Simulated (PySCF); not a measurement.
Br2Mg, SMILES [Br][Mg-][Br], charge -1, multiplicity 2.

The structure is a stationary point at B3LYP-D3(BJ)/def2-SVPD.

Two levels are set side by side: PBE/def2-TZVPD (PySCF) and PBE0/def2-TZVPD (PySCF). Same geometry, gas phase. Differences are taken from unrounded values.

```
quantity                      PBE0    PBE  PBE minus PBE0
---------------------------  -----  -----  --------------
α-spin orbital gap (eV)       3.25   2.04           -1.21
β-spin orbital gap (eV)       5.53   3.65           -1.88
mean polarisability (bohr³)  136.3  146.6            10.3
```

PBE's more diffuse valence density responds more strongly to a field. Differences between two approximate levels are no errors against the true value.

Rough cost on one machine, each run with all the roots and properties that it gave: PBE0 against PBE within a factor of 2.
